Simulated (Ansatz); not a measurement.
Input file for `C=[C](O)[AlH2]`:

```yaml
crystal:
  periodic: [false, false, false]
  atoms:
    - {symbol: C, position_ang: [-0.311457, 1.267485, -0.665257]}
    - {symbol: C, position_ang: [0.321022, 0.132455, -0.340721]}
    - {symbol: O, position_ang: [1.474846, -0.178260, -1.009503]}
    - {symbol: Al, position_ang: [-0.481071, -0.960203, 1.061406]}
    - {symbol: H, position_ang: [0.060000, 1.940265, -1.434394]}
    - {symbol: H, position_ang: [-1.226355, 1.541265, -0.154519]}
    - {symbol: H, position_ang: [1.822439, -1.010455, -0.681936]}
    - {symbol: H, position_ang: [0.249458, -2.314614, 1.466728]}
    - {symbol: H, position_ang: [-1.820381, -0.464236, 1.741095]}
basis:
  gaussian: {orbitals: def2-TZVPP}
correlation: {method: ccsd_t}
output: {orbitals: {seedname: orbitals}}
```

```sh
$ ansatz run in.yaml --threads 2 --pin off --events-out ev --progress --plain --max-ram 4352MiB
```

The program prints (abridged):

```
Functional definition: HF
1227 factors; integrals over basis functions are off by at most 7.9e-4 eV
mean field evaluation 1: about -10757.3820 eV, gradient 3.6e1 eV
mean field evaluation 2: about -10757.5894 eV, gradient 3.6e1 eV
mean field evaluation 4: about -10760.7939 eV, gradient 3.8e0 eV
mean field evaluation 8: about -10760.8513 eV, gradient 3.2e-1 eV
mean field -10760.85200571 eV, -395.4540172422 hartree, gradient 5.1e-6 eV, S^2 0.000000; 0 other end points of the search recorded, 0 dependent functions left out
8 core orbitals not correlated: weight in the atoms' cores, before any rotation towards them, 1.000 or more for the frozen orbitals, at most 0.000 for the correlated occupied ones
reference -10760.85200571 eV, -395.4540172422 hartree; 11, 11 occupied and 186, 186 virtual orbitals, 1227 factors
second order -17.47052588 eV of doubles, -0.00000000 eV of singles
cycle   1  -17.76449430 eV  change   -2.9e-1 eV  update   9.7e-2
cycle   2  -18.24713651 eV  change   -4.8e-1 eV  update   3.1e-2
cycle   3  -18.36195674 eV  change   -1.1e-1 eV  update   1.6e-2
cycle   4  -18.35311540 eV  change    8.8e-3 eV  update   4.1e-3
cycle   5  -18.35249456 eV  change    6.2e-4 eV  update   2.1e-3
cycle   6  -18.35335272 eV  change   -8.6e-4 eV  update   6.1e-4
cycle   7  -18.35311900 eV  change    2.3e-4 eV  update   3.4e-4
cycle   8  -18.35303733 eV  change    8.2e-5 eV  update   1.4e-4
cycle   9  -18.35307746 eV  change   -4.0e-5 eV  update   5.9e-5
cycle  10  -18.35307888 eV  change   -1.4e-6 eV  update   1.8e-5
perturbative correction -0.75936519 eV, -0.0279061560 hartree
Total energy: -10779.96444978 eV, -396.1563866070 hartree
```

Run time 60 s (2 threads of an Arm Neoverse V2 on a shared host); peak host memory 2.6 GiB.

Correlation energy per correlated electron: -0.869 eV. T1 diagnostic: 0.0127.
